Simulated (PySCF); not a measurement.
SeO: energy against distance

Set-up: Se pcseg-1, O pcseg-1; no relativity (PySCF 2.14). Energies in eV from Se + O in their ground configurations at the same level. State: ³Σ⁻ (triplet), unpaired electrons π ↑↑.

```
R (Å)    PBE0
1.435  -2.409
1.501  -3.380
1.568  -3.909
1.618  -4.094
1.668  -4.144
1.718  -4.090
1.785  -3.899
1.868  -3.531
1.968  -2.980
2.102  -2.170
```

Q: Put a parabola through the three lowest points of the PBE0 curve and estimate Re, k and ωe (reduced mass 13.33 u; 1 eV/Å² = 0.16022 mdyn/Å; ωe = 1302.8·√(k/μ) cm⁻¹).

A: Through R = 1.618, 1.668, 1.718 Å the second-order coefficient is 20.8 eV/Å², so Re ≈ 1.667 Å, k ≈ 6.67 mdyn/Å and ωe ≈ 921 cm⁻¹. A polynomial fit of higher order to the unrounded PBE0 energies gives Re = 1.665 Å, k = 6.71 mdyn/Å, ωe = 925 cm⁻¹; anharmonicity and rounding make the difference.

The higher-order fit for each curve: PBE0: Re = 1.665 Å, ωe = 925 cm⁻¹, De = 4.14 eV.

Spin–orbit coupling is left out. The state is the lowest determinant that a PBE0 search found; another state may lie lower at other levels.
